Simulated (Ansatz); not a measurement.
An input meant for BMe2F (C₂H₆BF) (charge 0, singlet; atoms displaced at random, 0.15 Å in each coordinate).

```yaml
crystal:
  periodic: [false, false, false]
  atoms:
    - {symbol: B, position_ang: [-0.087899, -0.496198, 0.115188]}
    - {symbol: C, position_ang: [1.176499, -0.891381, 0.287701]}
    - {symbol: H, position_ang: [1.406738, -0.795708, 0.896439]}
    - {symbol: H, position_ang: [1.621944, 0.265211, -0.545365]}
    - {symbol: H, position_ang: [1.669967, -1.857380, -0.467055]}
    - {symbol: C, position_ang: [-0.868466, 1.249111, -0.040593]}
    - {symbol: H, position_ang: [-1.403893, 1.441174, -1.289086]}
    - {symbol: H, position_ang: [-0.580614, 1.643632, 0.354004]}
    - {symbol: H, position_ang: [-2.250625, 1.077051, 0.371722]}
    - {symbol: F, position_ang: [-1.181694, -1.570078, 0.080958]}
basis:
  gaussian: {orbitals: def2-TZVP, fitting: {mean_field: def2-universal-jkfit}}
hamiltonian: {xc: {name: BHLYP}}
relax: {f_tol: 0.001, max_steps: 2}
output: {forces: true}
```

```sh
$ ansatz run in.yaml --threads 4 --pin off --events-out ev --progress --plain --max-ram 3916MiB
```

It prints (some lines left out):

```
Functional definition: BHLYP
410 factors; integrals over basis functions are off by at most 1.6e0 eV
mean field evaluation 1: about -5526.2917 eV, gradient 8.0e1 eV
mean field evaluation 2: about -5527.0708 eV, gradient 7.4e1 eV
mean field evaluation 4: about -5540.8956 eV, gradient 3.1e0 eV
mean field evaluation 8: about -5540.9128 eV, gradient 7.1e-2 eV
mean field -5540.91283944 eV, -203.6247910837 hartree, gradient 5.8e-5 eV, S^2 0.000000; 0 other end points of the search recorded, 0 dependent functions left out
reference -5540.91301776 eV, -203.6247976371 hartree; 16, 16 occupied and 144, 144 virtual orbitals, 410 factors
relax step   1: F+E_penalty+E_count = -5540.91283944 eV  Δ(F+E_penalty+E_count) = +0.000e0 eV  max|allowed force component| = 6.085e1 eV/Å  Δτ_max = 0.0000 Å  (26 SCF iters, accepted)
410 factors; integrals over basis functions are off by at most 1.6e0 eV
mean field evaluation 16: about -5559.7427 eV, gradient 3.5e1 eV
mean field -5561.95604345 eV, -204.3981145677 hartree, gradient 1.6e-5 eV, S^2 0.000000; 0 other end points of the search recorded, 0 dependent functions left out
reference -5561.95622042 eV, -204.3981210710 hartree; 16, 16 occupied and 144, 144 virtual orbitals, 410 factors
relax step   2: F+E_penalty+E_count = -5561.95604345 eV  Δ(F+E_penalty+E_count) = -2.104e1 eV  max|allowed force component| = 1.132e1 eV/Å  Δτ_max = 0.1997 Å  (31 SCF iters, accepted)
Error: geometry relaxation did not converge after 2 steps: max|allowed force component| = 1.13e1 eV/Å (threshold 1.0e-3). Raise `relax.max_steps` over both its present limit and 2, loosen `relax.f_tol`, or start from a geometry closer to equilibrium. Where this run's directory can be resumed (`checkpoint.write`), a resume goes on for up to `relax.max_steps` more
```

In this input the relaxation is allowed too few steps for its threshold. The SCF steps converged, but the relaxation ran out of steps.
